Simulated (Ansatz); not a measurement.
`C=[N][SbH2]` + silanol → `[SiH3][O][SbH2]` + `C=N` at 500 K and 1 bar (ligand exchange at the Sb–N bond).

Calculated with Ansatz (gas phase, PBE0-D4/def2-TZVP geometries, no zero-point term in ΔE). CCSD(T)/CBS is the MP2 limit (def2-TZVPP, def2-QZVPP) plus CCSD(T) − MP2 in def2-TZVPP, frozen cores. This one scheme is used for every species. Elements past krypton have def2 core potentials. For Sb outer-core shells are correlated without core-valence functions, which leaves a few kJ/mol of doubt a bond.

```csv
species,CCSD(T)/CBS energy (Eh),H − E (kJ/mol),S (J/(mol·K))
`C=[N][SbH2]`,-335.12055,145.6,342.6
`O[SiH3]`,-366.69042,127.5,292.9
`[SiH3][O][SbH2]`,-607.29789,151.3,406.6
`C=N`,-94.52360,124.2,249.5
```

H − E and S are ideal-gas, rigid-rotor, harmonic terms from PBE0-D4/def2-TZVP, for one conformer and one mirror image of each species. 1 Eh = 2625.50 kJ/mol, R = 8.31446 J/(mol·K).

By hand: ΔE, ΔH, ΔS and ΔG.

ΔE = (-607.29789) + (-94.52360) − (-335.12055) − (-366.69042) = -0.01052 Eh = -27.6 kJ/mol. Δ(H − E) = 151.3 + 124.2 − 145.6 − 127.5 = 2.4, so ΔH = -25.2 kJ/mol. ΔS = 406.6 + 249.5 − 342.6 − 292.9 = 20.6 J/(mol·K). ΔG = -25.2 − 500 × (20.6)/1000 = -35.5 kJ/mol.

By hand: the equilibrium constant, and the temperature at which ΔG would vanish if ΔH and ΔS stayed fixed.

log₁₀ K = −ΔG/(RT ln 10) = 3.7. ΔH and −TΔS have one sign here, so there is no such temperature.

TΔS isn't small against ΔH here. A doubt of 5 kJ/mol in ΔE shifts log₁₀ K by 0.5 here. Other conformers and mirror images would add mixing entropy, several J/(mol·K) or more a flexible species. Modes under 60 cm⁻¹, often nearly free rotors, make the harmonic entropy too high. These are equilibria of isolated gas molecules and say nothing of rates. Largest T1 diagnostic: 0.015 (customary marks: 0.02 for closed shells, 0.045 for open ones).
